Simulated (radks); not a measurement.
Q: These are the eigenvalues of the occupied orbitals of an atom or ion with whole-number occupations (eV). Method: scalar-relativistic Kohn-Sham, PBE, spin-unpolarised, spherical densities, point nucleus; computed with a radial shooting solver on a logarithmic mesh with Libxc functionals.

| orbital | eigenvalue |
|---|---|
| 1s | -74662.96 |
| 2s | -13650.32 |
| 2p | -11985.33 |
| 3s | -3778.805 |
| 3p | -3289.704 |
| 3d | -2745.182 |
| 4s | -1365.104 |
| 4p | -1197.047 |
| 4d | -991.3143 |
| 4f | -766.9340 |

Which element is it, and in what charge state? The configuration may be excited.

A: Z = 76, osmium, charge +25: Os25+ in [Kr] 4d10 4f5. The list shows which subshells hold electrons but not how many an open one holds; the 1s level, -2743.8 hartree, gives Z - s = 74.1 by -(Z - s)^2/2, which with screening and relativity narrows Z to a few neighbours, and the depths of the outer levels then fix element, charge and occupations together.
